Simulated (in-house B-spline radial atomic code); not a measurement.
A run on an ion of nuclear charge 69 with 69.6 electrons that did not converge. Method: scalar-relativistic (X2C) r2SCAN0, spin-polarised, spherical fractional occupations, Fermi nucleus of rms radius 5.2256 fm; computed with a B-spline radial code for spherical atoms.

Command:
```bash
python run_scf.py task.json out
```
Settings (nuclear radius in fm, mass in u):
```
Z                69
configuration    [Xe] 4f13.6 6s2
hamiltonian      x2c
method           r2scan0
spin_polarised   True
nucleus          fermi
rms_radius       5.2256
atomic_mass      168.93422
speed_of_light   137.035999084
```

First and last ten iterations of the last attempt (damped for 15 steps, keeping 80 % of the old Fock matrix, then DIIS):
```
 iter        energy (Eh)    residual
    1      -13468.552991    9.04e-01
    2      -13488.607485    1.80e+00
    3      -13525.656697    1.17e+00
    4      -13546.530386    7.26e-01
    5      -13557.467675    5.02e-01
    6      -13562.730487    3.29e-01
    7      -13565.062783    2.14e-01
    8      -13566.056639    1.46e-01
    9      -13566.504875    1.04e-01
   10      -13566.735700    7.77e-02
  111      -13540.839732    8.39e-01
  112      -13539.376079    8.75e-01
  113      -13550.969822    6.50e-01
  114      -13554.459360    5.64e-01
  115      -13563.210868    2.91e-01
  116      -13566.653966    7.92e-02
  117      -13468.575765    8.76e-01
  118      -13468.643108    8.75e-01
  119      -13468.082688    8.79e-01
  120      -13468.289968    8.76e-01
 not converged after 120 iterations
```

The smallest residual met was 8.9e-03; the threshold is about 7e-07. No energy from this run should be used. The likely cause: this method binds the added charge weakly or not at all at the basis-set limit, so charge moves back and forth between the atom and the box. Cost of the run: 7.6 s on 1 thread of Arm Neoverse V1, with other jobs on the host.
